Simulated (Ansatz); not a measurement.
Relaxation of BFGeH₃ (6 atoms, charge 0, multiplicity 2), to a largest force component of 0.02 eV/Å in at most 50 steps.

Computed with Ansatz 0.2.0, UKS B3LYP/def2-SVP.

```xyz
6
Properties=species:S:1:pos:R:3
B -0.851 0.407 -0.662
Ge 0.573 -0.086 0.550
F 1.257 -1.731 0.384
H -1.189 -0.404 -1.427
H -1.306 1.475 -0.559
H 1.515 0.339 1.714
```

Q: Where does it end, and by what steps?

A: The forces met the threshold. After 6 steps the energy has fallen by 0.123 eV; H6 moved furthest, 0.16 Å.

```json
{"step": "0", "energy less start (eV)": "0.0000", "largest force component (eV/Å)": "1.340", "accepted": "yes"}
{"step": "1", "energy less start (eV)": "-0.1003", "largest force component (eV/Å)": "0.572", "accepted": "yes"}
{"step": "2", "energy less start (eV)": "-0.1185", "largest force component (eV/Å)": "0.169", "accepted": "yes"}
{"step": "3", "energy less start (eV)": "-0.1216", "largest force component (eV/Å)": "0.050", "accepted": "yes"}
{"step": "4", "energy less start (eV)": "-0.1220", "largest force component (eV/Å)": "0.086", "accepted": "yes"}
{"step": "5", "energy less start (eV)": "-0.1231", "largest force component (eV/Å)": "0.034", "accepted": "yes"}
{"step": "6", "energy less start (eV)": "-0.1231", "largest force component (eV/Å)": "0.007", "accepted": "yes"}
```

```xyz
6
Properties=species:S:1:pos:R:3
B -0.840 0.390 -0.654
Ge 0.617 -0.186 0.534
F 1.308 -1.789 0.403
H -1.254 -0.379 -1.477
H -1.248 1.508 -0.489
H 1.417 0.456 1.682
```

Time of the run: 9.4 s on 2 threads of Intel(R) Xeon(R) Platinum 8559C (Emerald Rapids), with other jobs on the host, peak memory 0.21 GiB.
